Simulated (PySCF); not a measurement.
**Removing an electron from `[BH3-][P+](F)(F)F`**

BF3H3P.
Cartesian coordinates in Å at the PBE0-D3(BJ)/def2-SVP level; atoms count from 1:
```xyz
8
BF3H3P angstrom
B      1.0973   -0.0331    0.0716
P     -0.7321    0.0151   -0.0602
F     -1.4198   -0.8672   -1.1628
F     -1.4070    1.3993   -0.3668
F     -1.5730   -0.4244    1.1909
H      1.3224   -1.2039    0.3116
H      1.3135    0.7374    0.9888
H      1.4524    0.3573   -1.0252
```

Level: PBE0/def2-SVPD (PySCF). Frontier orbitals with their largest atomic shares (Löwdin; up to four atoms above 4 %):

```csv
orbital,ε (eV),main atoms
HOMO−3,-13.52,"F3 34 %, F5 33 %, F4 33 %"
HOMO−2,-10.25,"B1 35 %, P2 18 %, H6 10 %, H7 9 %"
HOMO−1,-9.89,?
HOMO,-9.87,?
LUMO,-0.26,"P2 40 %, B1 14 %, F3 12 %, F5 11 %"
LUMO+1,-0.25,"P2 40 %, B1 14 %, F4 12 %, F5 12 %"
LUMO+2,0.10,"B1 31 %, P2 26 %, F4 12 %, F5 11 %"
```

Q: What vertical ionisation energy does ΔSCF give, and how far is −ε(HOMO) from it?

A: ΔSCF: 12.36 eV (1193 kJ/mol; threshold wavelength 100.3 nm); ⟨S²⟩ of the doublet left behind is 0.758, against 0.75 for a pure doublet. −ε(HOMO) is 9.87 eV, 2.49 eV below it. For the exact functional −ε(HOMO) would equal the first vertical ionisation energy; PBE0 (global hybrid, 25 % exact exchange) falls short of its own ΔSCF value by 20 %.

Q: On which atoms does the HOMO lie?

A: HOMO: B1 43 %, H7 26 %, H8 13 %, P2 8 %; HOMO−1: B1 43 %, H6 24 %, H8 17 %, P2 8 %. These 2 orbitals lie within 0.02 eV of one another. The HOMO−2 lies 0.38 eV lower.

Q: What total energies stand behind the ΔSCF value?

A: E(N) = -666.82546 Eh and E(N − 1) = -666.37122 Eh at the same geometry, 0.45424 Eh apart.

Q: With α = 43.6 au, estimate the like-pair dispersion coefficient by London's formula C6 = (3/4)α²I.

A: I = 0.4542 Eh, so C6 ≈ 647 au, a rough estimate.

Q: What kinetic energy would electrons from this vertical process carry with He I light (21.218 eV)?

A: 21.22 − 12.36 = 8.86 eV.

Q: How many of the 10 lowest singlet excitations (vertical TDDFT, same level) lie below the ionisation energy?

A: All 10; they run from 7.99 to 10.07 eV.

Isolated species at its PBE0-D3(BJ)/def2-SVP geometry, gas phase.
